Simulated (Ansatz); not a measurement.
Computed with Ansatz on PBE0-D4/def2-TZVP structures; ΔE is electronic, products minus reactants. CCSD(T)/CBS is the MP2 limit (def2-TZVPP, def2-QZVPP) plus CCSD(T) − MP2 in def2-TZVPP, frozen cores. This one scheme is used for every species, atoms too. For atomizations the MP2-based limit and the directly extrapolated one differ by several kJ/mol either way, and by 10 to 25 for some Ge, Se and Sn compounds, so smaller differences from it don't rank the levels. Functionals use def2-TZVPP. B3LYP here is the variant with VWN-RPA as its local correlation; programs differ in this. No spin–orbit coupling; open shells (•) take unrestricted orbitals. Spin–orbit coupling would lower the free atoms: a little for C, O, Si. One conformer a species, not always the lowest.

Reaction (atomization): `C#COC(N)[SiH3]` → 3 C• + 7 H• + N• + O• + Si•

```
             level  ΔE (kcal/mol)  difference from CCSD(T)/CBS
           PBE0-D4         1167.7                          5.5
          B3LYP-D4         1167.0                          4.8
           ωB97X-V         1167.7                          5.5
            B2PLYP         1152.7                         -9.5
               PBE         1191.3                         29.1
             BHLYP         1114.9                        -47.3
           LC-ωPBE         1159.9                         -2.3
  CCSD(T)/def2-SVP         1095.1                        -67.1
     HF/def2-TZVPP          804.9                       -357.3
SCS-MP2/def2-TZVPP         1146.6                        -15.6
       CCSD(T)/CBS         1162.2                            0
```

Largest T1 diagnostic among the species: 0.013.

From r2SCAN to r2SCAN0 (25 % exact exchange), in def2-TZVPP and without D4, ΔE moves by −24.1 kcal/mol: exact exchange takes away binding that semilocal exchange gives to molecules. The D4 term adds +10.6 kcal/mol with B3LYP and +5.6 kcal/mol with PBE0; it sums over pairs of atoms, weighted by their polarisabilities, and B3LYP, whose exchange is more repulsive, gets the larger term.
